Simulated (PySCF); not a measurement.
InH₃: from structure and modes to constants

Method: PBE0 in PySCF with In def2-TZVP with ECP28, H def2-TZVP; scalar-relativistic core potentials, no spin–orbit coupling; density-fitted integrals.

The singlet minimum has D3h symmetry. Masses (u): In 114.90388, H 1.00782.

```xyz
4
charge 0 multiplicity 1, angstrom
In    0.0000    0.0000    0.0000
H     1.7244    0.0000    0.0000
H    -0.8622    1.4934    0.0000
H    -0.8622   -1.4934    0.0000
```

Harmonic wavenumbers (cm⁻¹): 603.8 (e', ×2), 624.2 (a2'', ×1), 1818.4 (e', ×2), 1826.4 (a1', ×1).

Problem. Find the principal moments of inertia and the rotational constants. What kind of rotor is it?

Solution. About the centre of mass I = 4.4954, 4.4954, 8.9907 u Å². With B = 16.8576/I this gives 3.75, 3.75, 1.875 cm⁻¹. The molecule is an oblate symmetric top.

Problem. What is the harmonic zero-point energy?

Solution. Half the sum of all 6 wavenumbers, 7295/2 = 3648 cm⁻¹, which is 43.6 kJ/mol (1 cm⁻¹ = 0.0119627 kJ/mol).

Problem. Give the standard entropy (298.15 K, 1 bar) by its translational, rotational, vibrational and spin parts, and Cp.

Solution. Sackur–Tetrode with M = 117.93 u gives 168.3; rotation with symmetry number 6 gives 55.3; vibration 5.5; spin R ln 1 = 0.0. The total is 229.1 J/(mol K), and Cp = 4 R + 13.0 = 46.2 J/(mol K).
